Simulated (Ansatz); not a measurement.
A run on C2H7BOS, SMILES `COB(C)S` with other settings.

```yaml
crystal:
  periodic: [false, false, false]
  atoms:
    - {symbol: C, position_ang: [-2.030741, 0.275503, 0.265374]}
    - {symbol: O, position_ang: [-0.844709, -0.483167, 0.379116]}
    - {symbol: B, position_ang: [0.354943, -0.031531, -0.052420]}
    - {symbol: C, position_ang: [1.616934, -0.943761, 0.117486]}
    - {symbol: S, position_ang: [0.443284, 1.630575, -0.815684]}
    - {symbol: H, position_ang: [-2.845878, -0.318263, 0.677935]}
    - {symbol: H, position_ang: [-1.951320, 1.212224, 0.824826]}
    - {symbol: H, position_ang: [-2.249758, 0.505757, -0.781457]}
    - {symbol: H, position_ang: [2.088274, -1.150203, -0.848012]}
    - {symbol: H, position_ang: [2.375676, -0.454427, 0.735634]}
    - {symbol: H, position_ang: [1.357669, -1.896171, 0.583517]}
    - {symbol: H, position_ang: [1.762629, 1.598264, -1.052214]}
basis:
  gaussian: {orbitals: cc-pVDZ}
hamiltonian: {xc: {name: HF}}
correlation: {active_space: {window: {electrons: 2, orbitals: 1}}}
output: {forces: true}
```

```sh
$ ansatz run in.yaml --threads 4 --pin off --events-out ev --progress --plain --max-ram 10444MiB
```

Output, abridged:

```
Functional definition: HF
1015 factors; integrals over basis functions are off by at most 1.3e-3 eV
mean field evaluation 1: about -15697.4530 eV, gradient 3.3e1 eV
mean field evaluation 2: about -15697.6257 eV, gradient 3.3e1 eV
mean field evaluation 4: about -15700.5311 eV, gradient 4.5e0 eV
mean field evaluation 8: about -15700.5917 eV, gradient 2.2e-4 eV
mean field -15700.59168270 eV, -576.9861020960 hartree, gradient 9.5e-7 eV, S^2 0.000000; 0 other end points of the search recorded, 0 dependent functions left out
reference -15700.59168270 eV, -576.9861020960 hartree; 24, 24 occupied and 85, 85 virtual orbitals, 1015 factors
state -15700.59168270 eV, -576.9861020960 hartree
Total energy: -15700.59168270 eV, -576.9861020960 hartree
Atom 0 at    -2.030741     0.275503     0.265374 Å, force     0.006123    -0.096932     0.041856 eV/Å
Atom 1 at    -0.844709    -0.483167     0.379116 Å, force    -0.113735     0.261319    -0.096994 eV/Å
Atom 2 at     0.354943    -0.031531    -0.052420 Å, force    -0.470368    -0.292096     0.220319 eV/Å
Atom 3 at     1.616934    -0.943761     0.117486 Å, force     0.277259    -0.190785     0.032950 eV/Å
Atom 4 at     0.443284     1.630575    -0.815684 Å, force     0.314430     0.301173    -0.193936 eV/Å
Atom 5 at    -2.845878    -0.318263     0.677935 Å, force     0.073349     0.029178    -0.026045 eV/Å
Atom 6 at    -1.951320     1.212224     0.824826 Å, force    -0.020002    -0.103984    -0.034959 eV/Å
Atom 7 at    -2.249758     0.505757    -0.781457 Å, force     0.005039    -0.045010     0.104641 eV/Å
Atom 8 at     2.088274    -1.150203    -0.848012 Å, force     0.002166    -0.007564    -0.025666 eV/Å
Atom 9 at     2.375676    -0.454427     0.735634 Å, force     0.010157     0.013718     0.020602 eV/Å
Atom 10 at     1.357669    -1.896171     0.583517 Å, force    -0.008370     0.003848     0.000005 eV/Å
Atom 11 at     1.762629     1.598264    -1.052214 Å, force    -0.076048     0.127134    -0.042773 eV/Å
Dipole moment:    -0.005027    -0.012869     0.007325 e Å
```

Hardware: 4 threads of an AMD EPYC 9B14 on a shared host. Wall time 1 s, peak host memory 0.23 GiB.
